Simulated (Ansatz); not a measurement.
`C[SiH2][SiH2]F` + `B[S][GeH3]` → `BS[SiH2]C` + `F[SiH2][GeH3]`  (redistribution)

Calculated with Ansatz (gas phase, PBE0-D4/def2-TZVP geometries, no zero-point term in ΔE). CCSD(T)/CBS is the MP2 limit (def2-TZVPP, def2-QZVPP) plus CCSD(T) − MP2 in def2-TZVPP, frozen cores. DFT in def2-TZVPP. B3LYP here is the variant with VWN-RPA as its local correlation; programs differ in this. For Ge outer-core shells are correlated without core-valence functions, which leaves a few kJ/mol of doubt a bond. Scalar relativity is left out up to krypton. Each species was taken in one conformer, which may not be the lowest.

```
       level  ΔE (kJ/mol)  difference from CCSD(T)/CBS
     BLYP-D4        -27.5                          5.4
     PBE0-D4        -28.5                          4.4
    B3LYP-D4        -28.8                          4.1
    BHLYP-D4        -29.9                          3.0
      B2PLYP        -30.1                          2.8
      revPBE        -25.3                          7.6
        BLYP        -26.8                          6.1
       BHLYP        -29.8                          3.1
 HF/def2-SVP        -26.3                          6.6
HF/CBS(def2)        -28.2                          4.7
 CCSD(T)/CBS        -32.9                            0
```

Largest T1 diagnostic among the species: 0.014.

Leaving LDA and LC-ωPBE aside and taking each functional with its dispersion term where it has one, the values, not all of them listed here, spread over 6.8 kJ/mol, from ωB97M-V to revPBE-D4. LDA lies −4.3 kJ/mol from PBE without D4. At CCSD(T), def2-SVP lies +7.3 kJ/mol from the extrapolated value and def2-TZVPP +3.7 kJ/mol.
